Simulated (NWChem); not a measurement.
bromotrifluoromethane (CBrF₃); SMILES FC(F)(F)Br

```xyz
5

F      0.8873     0.8873    -1.2753
C      0.0000     0.0000    -0.8219
F      0.3248    -1.2121    -1.2753
F     -1.2121     0.3248    -1.2753
Br     0.0000     0.0000     1.1365
```
Atoms are numbered in this order, from 1.

STO-3G and 3-21G are far too small for this property and stand as cheap habits. Coordinates come from a PBE-D3(BJ)/def2-SVP optimisation.

Task: List the 4 lowest vertical singlet excitations from Hartree-Fock/3-21G, CIS (NWChem).

Result: 
| state | energy (eV) | oscillator strength | leading excitation (squared amplitude) |
|---|---|---|---|
| S1 | 7.16 | 0.002 | HOMO → LUMO (0.99) |
| S2 | 7.16 | 0.002 | HOMO−1 → LUMO (0.99) |
| S3 | 11.57 | 1.178 | HOMO−2 → LUMO (0.90) |
| S4 | 13.67 | 0.000 | HOMO−3 → LUMO (0.85) |
